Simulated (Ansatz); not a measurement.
AlGeH4N, SMILES `[NH]1[AlH][GeH2]1`, relaxed with RKS PBE-D4/def2-SVP in Ansatz 0.2.0 from a rough embedded geometry. The force threshold is 0.03 eV/Å; the program also tests the step.

The species carries charge 0 and has multiplicity 1.

Start:

```xyz
7

N     0.009   -0.954   -0.610
Al   -0.110    0.891   -1.142
Ge    0.163   -0.109    1.024
H    -0.978   -1.235   -0.643
H     0.338    2.067   -2.149
H    -1.065   -0.283    1.944
H     1.644   -0.377    1.576
```

(1) How much energy does the relaxation release, and in how many steps? (An estimate is asked.)

(2) Which bonds change most? (Estimate.)

(3) Give the relaxed structure. (Estimate.)

Answers

(1) The calculation gave: 123.56 kJ/mol, in 8 steps, 1 of them rejected.

(2) The calculation gave: N1–Al2 from 1.924 to 1.773 Å; N1–Ge3 from 1.847 to 1.943 Å; Ge3–H7 from 1.603 to 1.564 Å; Al2–Ge3 from 2.402 to 2.381 Å.

(3) Ansatz gave: 
```xyz
7

N    -0.304   -0.649   -0.646
Al    0.084    1.031   -1.060
Ge    0.219    0.032    1.097
H    -0.614   -1.591   -0.898
H     0.111    2.001   -2.325
H    -0.939   -0.081    2.142
H     1.442   -0.744    1.688
```
